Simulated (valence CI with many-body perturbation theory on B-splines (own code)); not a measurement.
## Energy levels of Sb⁴³⁺

Computed by valence CI with perturbative core correlation (CI+MBPT): six valence electrons over a frozen Dirac-Fock core [He], a basis of 9 s, 9 p, 8 d, 6 f, 3 g, 1 h functions for each j, with the one-electron correlation potential Σ1 (screened to all orders), the two-electron term Σ2, the three-electron term Σ3, Breit, model QED; selected single and double excitations, second order for the rest, scaled by the run's own slope (own B-spline code, finite nucleus).

No measured spectrum was set against this ion. As an estimate, large intervals hold to a few tenths of a per cent, small ones and those within an open d or f shell to about a per cent. Among the levels kept, up to 2500 cm⁻¹ of a level comes from second order outside the variational space, and about a tenth of that is noise between levels of different J, which matters for small intervals.

Levels 1 to 45 of 72, with energies above the lowest level, (2s^2 2p1/2^2 2p3/2^2) J=2. "Leading %" is the weight of the configuration and term that name the level; weights of strongly mixed levels are sums over their largest components and can fall short, and the name can then belong to a minority configuration. In the jj column 3d3/2^4 stands for four electrons in 3d with j = 3/2. Lifetimes count E1, E2, E3, M1 and M2 decay at the calculated energies, and are blank where another channel may lead or the interval is too uncertain; long ones can be off by a factor of two.

```
No.  Configuration  Term  J  E (Ry)  Leading %  Lifetime      g     Second component                        Leading jj
  1        2s2 2p4    3P  2    0.00         71            1.340      29 % 2s2 2p4 1D      2s^2 2p1/2^2 2p3/2^2 (100 %)
  2        2s2 2p4    1S  0    2.56         61   39.3 ms             39 % 2s2 2p4 3P       2s^2 2p1/2^2 2p3/2^2 (99 %)
  3        2s2 2p4    3P  1   18.98        100   5.46 ns  1.487                             2s^2 2p1/2 2p3/2^3 (100 %)
  4        2s2 2p4    1D  2   20.16         71   11.2 ns  1.128      29 % 2s2 2p4 3P        2s^2 2p1/2 2p3/2^3 (100 %)
  5         2s 2p5   3P°  2   36.71        100   1.81 ps  1.484                             2s 2p1/2^2 2p3/2^3 (100 %)
  6        2s2 2p4    3P  0   40.07         61   2.48 ns             38 % 2s2 2p4 1S               2s^2 2p3/2^4 (99 %)
  7         2s 2p5   1P°  1   40.27         52    743 fs  1.227      48 % 2s 2p5 3P°         2s 2p1/2^2 2p3/2^3 (98 %)
  8         2s 2p5   3P°  0   56.23        100   1.00 ps                                      2s 2p1/2 2p3/2^4 (100 %)
  9         2s 2p5   3P°  1   58.51         52    752 fs  1.238      48 % 2s 2p5 1P°           2s 2p1/2 2p3/2^4 (98 %)
 10            2p6    1S  0   79.24         99    463 fs                                        2p1/2^2 2p3/2^4 (99 %)
 11     2s2 2p3 3s   3P°  2  289.25         45   54.0 fs  1.535  30 % 2s2 2p3 3s 5S°      2s^2 2p1/2^2 2p3/2 3s (99 %)
 12     2s2 2p3 3s   1P°  1  289.71         30   21.3 fs  1.200  27 % 2s2 2p3 3s 3S°      2s^2 2p1/2^2 2p3/2 3s (99 %)
 13     2s2 2p3 3p    3P  1  294.43         30   5.14 ps  1.519   23 % 2s2 2p3 3p 5P   2s^2 2p1/2^2 2p3/2 3p1/2 (99 %)
 14     2s2 2p3 3p    3D  2  294.56         24   3.86 ps  1.214   23 % 2s2 2p3 3p 3P   2s^2 2p1/2^2 2p3/2 3p1/2 (99 %)
 15     2s2 2p3 3p    3D  3  299.87         47   4.77 ps  1.354   30 % 2s2 2p3 3p 5P   2s^2 2p1/2^2 2p3/2 3p3/2 (99 %)
 16     2s2 2p3 3p    3P  1  299.88         37   3.80 ps  1.392   23 % 2s2 2p3 3p 1P   2s^2 2p1/2^2 2p3/2 3p3/2 (99 %)
 17     2s2 2p3 3p    3P  2  301.14         41   4.59 ps  1.325   17 % 2s2 2p3 3p 1D   2s^2 2p1/2^2 2p3/2 3p3/2 (98 %)
 18     2s2 2p3 3p    3P  0  302.31         75   1.26 ps          25 % 2s2 2p3 3p 1S   2s^2 2p1/2^2 2p3/2 3p3/2 (98 %)
 19     2s2 2p3 3d   3D°  2  305.58         33   71.2 fs  1.037  20 % 2s2 2p3 3d 3F°   2s^2 2p1/2^2 2p3/2 3d3/2 (97 %)
 20     2s2 2p3 3d   3F°  3  305.94         27   3.63 ps  1.138  19 % 2s2 2p3 3d 5D°   2s^2 2p1/2^2 2p3/2 3d3/2 (92 %)
 21     2s2 2p3 3d   3D°  1  306.11         30   13.7 fs  1.145  29 % 2s2 2p3 3d 5D°   2s^2 2p1/2^2 2p3/2 3d3/2 (98 %)
 22     2s2 2p3 3d   3P°  0  306.17         59   4.94 ps         30 % 2s2 2p3 3d 5D°   2s^2 2p1/2^2 2p3/2 3d3/2 (99 %)
 23     2s2 2p3 3d   3F°  4  307.15         47   42.6 ps  1.265  30 % 2s2 2p3 3d 5D°   2s^2 2p1/2^2 2p3/2 3d5/2 (99 %)
 24     2s2 2p3 3s   5S°  2  307.19         46   15.2 fs  1.530  27 % 2s2 2p3 3s 3D°      2s^2 2p1/2 2p3/2^2 3s (84 %)
 25     2s2 2p3 3d   3P°  2  307.76         19   6.83 fs  1.308  13 % 2s2 2p3 3d 1D°   2s^2 2p1/2^2 2p3/2 3d5/2 (81 %)
 26     2s2 2p3 3s   3S°  1  307.82         54   18.7 fs  1.302  45 % 2s2 2p3 3s 3D°      2s^2 2p1/2 2p3/2^2 3s (99 %)
 27     2s2 2p3 3s   3D°  3  308.26         37   2.91 fs  1.232  26 % 2s2 2p3 3d 3D°   2s^2 2p1/2^2 2p3/2 3d5/2 (57 %)
 28     2s2 2p3 3d   3D°  1  308.95         38   3.41 fs  1.019  25 % 2s2 2p3 3d 1P°   2s^2 2p1/2^2 2p3/2 3d5/2 (96 %)
 29     2s2 2p3 3s   3D°  3  309.04         63   9.89 fs  1.268   9 % 2s2 2p3 3d 3D°      2s^2 2p1/2 2p3/2^2 3s (63 %)
 30     2s2 2p3 3s   1D°  2  309.15         66   23.2 fs  1.044  32 % 2s2 2p3 3s 3D°      2s^2 2p1/2 2p3/2^2 3s (98 %)
 31     2s2 2p3 3s   3P°  0  310.86         99   47.0 fs                                  2s^2 2p1/2 2p3/2^2 3s (99 %)
 32     2s2 2p3 3s   3P°  1  311.08         65   44.5 fs  1.312  32 % 2s2 2p3 3s 1P°      2s^2 2p1/2 2p3/2^2 3s (97 %)
 33     2s2 2p3 3p    5P  1  312.36         44   9.22 ps  1.639   21 % 2s2 2p3 3p 3D   2s^2 2p1/2 2p3/2^2 3p1/2 (99 %)
 34     2s2 2p3 3p    3F  2  312.87         34   7.24 ps  1.211   22 % 2s2 2p3 3p 3P   2s^2 2p1/2 2p3/2^2 3p1/2 (99 %)
 35     2s2 2p3 3p    3F  3  313.95         43   5.12 ps  1.104   31 % 2s2 2p3 3p 1F  2s^2 2p1/2 2p3/2^2 3p1/2 (100 %)
 36     2s2 2p3 3p    3P  2  315.50         55   1.31 ps  1.329   21 % 2s2 2p3 3p 1D   2s^2 2p1/2 2p3/2^2 3p1/2 (98 %)
 37     2s2 2p3 3p    3D  1  315.89         72   3.72 ps  0.663   22 % 2s2 2p3 3p 1P   2s^2 2p1/2 2p3/2^2 3p1/2 (96 %)
 38     2s2 2p3 3p    3P  0  317.59         79   1.89 ps          20 % 2s2 2p3 3p 1S   2s^2 2p1/2 2p3/2^2 3p3/2 (53 %)
 39     2s2 2p3 3p    5P  3  317.76         51   2.74 ps  1.390   25 % 2s2 2p3 3p 3F   2s^2 2p1/2 2p3/2^2 3p3/2 (96 %)
 40     2s2 2p3 3p    3P  2  317.90         38   2.18 ps  1.415   30 % 2s2 2p3 3p 3D   2s^2 2p1/2 2p3/2^2 3p3/2 (98 %)
 41     2s2 2p3 3p    3P  0  318.40         83   2.62 ps          17 % 2s2 2p3 3p 1S   2s^2 2p1/2 2p3/2^2 3p1/2 (54 %)
 42     2s2 2p3 3p    1P  1  318.92         45   3.82 ps  0.991   29 % 2s2 2p3 3p 3D   2s^2 2p1/2 2p3/2^2 3p3/2 (96 %)
 43     2s2 2p3 3p    3D  3  319.21         63   3.09 ps  1.215   32 % 2s2 2p3 3p 1F   2s^2 2p1/2 2p3/2^2 3p3/2 (97 %)
 44     2s2 2p3 3p    3F  4  319.36        100   4.34 ps  1.237                       2s^2 2p1/2 2p3/2^2 3p3/2 (100 %)
 45     2s2 2p3 3p    3P  1  320.46         74    629 fs  1.430   16 % 2s2 2p3 3p 1P   2s^2 2p1/2 2p3/2^2 3p3/2 (97 %)
```

The ionisation energy to 2s2 2p3 2P°_3/2 of the next ion comes out as 7167.4 eV (NIST: 7167 ± 4 eV (theoretical)). All 72 levels together are meant to be complete up to 328.13 Ry.
